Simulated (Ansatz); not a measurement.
TcO3(OH) (TcO₄H). The state is a triplet with charge 0. Geometry PBE0-D4/def2-SVP, that of the neutral singlet.

```xyz
6

Tc    0.043   -0.173    0.410
O    -1.461    0.107    1.061
O     0.540   -1.720    0.750
O     1.111    0.937    1.036
O    -0.024   -0.005   -1.426
H    -0.209    0.854   -1.832
```

In the def2 sets Tc takes a core potential; there is no spin–orbit coupling. At PBE0-D4/def2-TZVP a singlet of charge 0 lies 3.43 eV below the triplet at the same geometry.

Task: Estimate the α-spin orbital energies around the gap (eV) in Ansatz with PBE-D4/def2-TZVP, r2SCAN-D4/def2-TZVP, PBE0-D4/def2-TZVP.

Result: 
```json
{"orbital": "HOMO−5", "PBE-D4/def2-TZVP": "-9.55", "r2SCAN-D4/def2-TZVP": "-10.16", "PBE0-D4/def2-TZVP": "-11.57"}
{"orbital": "HOMO−4", "PBE-D4/def2-TZVP": "-9.17", "r2SCAN-D4/def2-TZVP": "-9.54", "PBE0-D4/def2-TZVP": "-10.78"}
{"orbital": "HOMO−3", "PBE-D4/def2-TZVP": "-9.01", "r2SCAN-D4/def2-TZVP": "-9.22", "PBE0-D4/def2-TZVP": "-10.49"}
{"orbital": "HOMO−2", "PBE-D4/def2-TZVP": "-8.80", "r2SCAN-D4/def2-TZVP": "-9.10", "PBE0-D4/def2-TZVP": "-10.33"}
{"orbital": "HOMO−1", "PBE-D4/def2-TZVP": "-8.63", "r2SCAN-D4/def2-TZVP": "-9.00", "PBE0-D4/def2-TZVP": "-9.95"}
{"orbital": "HOMO", "PBE-D4/def2-TZVP": "-4.23", "r2SCAN-D4/def2-TZVP": "-4.64", "PBE0-D4/def2-TZVP": "-6.16"}
{"orbital": "LUMO", "PBE-D4/def2-TZVP": "-3.97", "r2SCAN-D4/def2-TZVP": "-4.06", "PBE0-D4/def2-TZVP": "-3.22"}
{"orbital": "LUMO+1", "PBE-D4/def2-TZVP": "-2.37", "r2SCAN-D4/def2-TZVP": "-2.31", "PBE0-D4/def2-TZVP": "-1.53"}
{"orbital": "LUMO+2", "PBE-D4/def2-TZVP": "-1.53", "r2SCAN-D4/def2-TZVP": "-1.41", "PBE0-D4/def2-TZVP": "-0.62"}
{"orbital": "LUMO+3", "PBE-D4/def2-TZVP": "-1.24", "r2SCAN-D4/def2-TZVP": "-1.09", "PBE0-D4/def2-TZVP": "-0.31"}
{"orbital": "LUMO+4", "PBE-D4/def2-TZVP": "-1.03", "r2SCAN-D4/def2-TZVP": "-0.45", "PBE0-D4/def2-TZVP": "-0.27"}
{"orbital": "LUMO+5", "PBE-D4/def2-TZVP": "0.34", "r2SCAN-D4/def2-TZVP": "1.05", "PBE0-D4/def2-TZVP": "1.00"}
{"orbital": "β HOMO", "PBE-D4/def2-TZVP": "-8.18", "r2SCAN-D4/def2-TZVP": "-8.33", "PBE0-D4/def2-TZVP": "-9.39"}
{"orbital": "β LUMO", "PBE-D4/def2-TZVP": "-7.89", "r2SCAN-D4/def2-TZVP": "-7.72", "PBE0-D4/def2-TZVP": "-6.77"}
```
